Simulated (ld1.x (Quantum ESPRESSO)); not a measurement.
## What the settings do to the TM potential of iodine

Base potential:

* Element: iodine (I)
* Generator: ld1.x (Quantum ESPRESSO) 7.5
* Type: norm-conserving Troullier–Martins (Kleinman–Bylander form)
* Functional: PBE
* Relativity: scalar-relativistic
* Frozen core: [Kr] 4d10
* Valence charge: 7
* Reference configuration: 5s2 5p2 (charge +3)
* Partial waves: 5s (bound): rc 1.30 bohr; 5p (bound): rc 1.75 bohr
* Local potential: all-electron potential smoothed inside 1.00 bohr (lloc = -2)
* Core correction: a·sin(br)/r model core inside 0.70 bohr

All-electron outer shells of the reference configuration (PBE, scalar-relativistic, ld1.x):

| shell | level (eV) | outermost node (bohr) | outermost maximum (bohr) |
| --- | --- | --- | --- |
| 5s | -46.46 | 0.88 | 1.66 |
| 5p | -34.29 | 0.95 | 1.88 |

Cutoffs, loose and tight: the cutoffs (Ry, on a coarse ladder) from which the occupation-weighted sum of valence levels, in a spherical-Bessel basis at the reference potential, stays within 10 and 1 mRy of its value at 400 Ry. They do not see the model core or the augmentation charge, which bear on the density cutoff. Test errors are all-electron minus pseudo excitation energies from the reference, over the configurations 5s2 5p5; 5s2 5p4; 5s2 5p3; 5s2 5p1; 5s1 5p5; 5s2 5p5.3; 5s1 5p6. A dash means not determined; rows that change the core or the reference have their own tests. The largest error is taken over the tests solved by every variant that gives reliable tests at all: 5s1 5p5; 5s1 5p6; 5s2 5p1; 5s2 5p3; 5s2 5p4.

A true bound ghost makes a file unfit for plane-wave use even where its test errors are small: the radial tests pick states by their node count and pass the ghost by. Where a test does run into it, the solver fails or the error is huge.

| change | outcome | cutoff, loose | cutoff, tight | bound ghosts | largest test error (meV) |
| --- | --- | --- | --- | --- | --- |
| base | generated | 110 Ry | 230 Ry | s, d, p | -194 |
| local potential all-electron potential smoothed inside 0.74 bohr (lloc = -2) | generated | 110 Ry | 230 Ry | s, p, d | -26 |
| local potential all-electron potential smoothed inside 0.92 bohr (lloc = -2) | generated | 110 Ry | 230 Ry | s, p, d | -42 |
| local potential all-electron potential smoothed inside 1.12 bohr (lloc = -2) | generated | 110 Ry | 230 Ry | s, d, p | +105 |
| local potential all-electron potential smoothed inside 1.22 bohr (lloc = -2) | generated | 120 Ry | 230 Ry | s, d | -40 |
| local potential all-electron potential smoothed inside 1.50 bohr (lloc = -2) | generated | 120 Ry | 230 Ry | d | +40 |
| local potential all-electron potential smoothed inside 1.62 bohr (lloc = -2) | generated | 120 Ry | 230 Ry | none | +29 |
| local potential all-electron potential smoothed inside 1.96 bohr (lloc = -2) | generated | 120 Ry | 230 Ry | none | -22 |

(1) What comes out with this change to the base: local potential all-electron potential smoothed inside 1.76 bohr (lloc = -2)?

Answers

(1) outcome: generated; cutoff, loose: 120 Ry; cutoff, tight: 230 Ry; bound ghosts: none; largest test error (meV): +22.

Reading the sweep of the rcloc (base included, trends over the rows without a ghost): Bound ghosts are found at 0.74, 0.92, 1, 1.12, 1.22, 1.5 bohr.
